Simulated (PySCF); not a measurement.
Sn(I)2, SMILES [I][Sn][I] (B3LYP/def2-SVP optimised geometry):

```
3

Sn    -1.091    -1.357     0.000
I     -1.688     1.357     0.000
I      1.688    -1.357     0.000
```

Computed with B3LYP/def2-TZVP, def2 effective core potentials past Kr (PySCF).

### Question
What are the frontier orbital energies and the dipole moment?

### Answer
HOMO-2 -7.38 eV, HOMO-1 -7.14 eV, HOMO -7.05 eV, LUMO -3.58 eV, LUMO+1 -1.86 eV; dipole moment 2.78 D.

On the same geometry PBE/def2-TZVP, def2 effective core potentials past Kr run with PySCF 2.14.0 gives HOMO-2 -6.59 eV, HOMO-1 -6.32 eV, HOMO -6.29 eV, LUMO -3.97 eV, LUMO+1 -2.31 eV; dipole moment 2.51 D.
